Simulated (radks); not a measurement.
Question: These are the eigenvalues of the occupied orbitals of an atom or ion with whole-number occupations (hartree). All-electron calculation, Dirac Kohn-Sham, LDA (Slater exchange, Perdew-Wang correlation), spin-unpolarised, spherical densities, finite nucleus; Fermi nuclear charge, rms radius of each element as measured or else 0.836 A^(1/3) + 0.57 fm. Program: a radial shooting solver on a logarithmic mesh with Libxc functionals.

| orbital | eigenvalue |
|---|---|
| 1s1/2 | -375.1215 |
| 2s1/2 | -46.28556 |
| 2p1/2 | -41.02128 |
| 2p3/2 | -40.00720 |
| 3s1/2 | -5.41370 |
| 3p1/2 | -3.71202 |
| 3p3/2 | -3.57825 |
| 3d3/2 | -0.72060 |
| 3d5/2 | -0.70358 |
| 4s1/2 | -0.33513 |
| 4p1/2 | -0.10211 |

Which element is it, and in what charge state? The configuration may be excited. Open shells, if any, fill j = l - 1/2 first.

Answer: Z = 31, gallium, charge 0: Ga in [Ar] 3d10 4s2 4p1. The list shows which subshells hold electrons but not how many an open one holds; the 1s level, -375.12 hartree, gives Z - s = 27.4 by -(Z - s)^2/2, which with screening and relativity narrows Z to a few neighbours, and the depths of the outer levels then fix element, charge and occupations together.
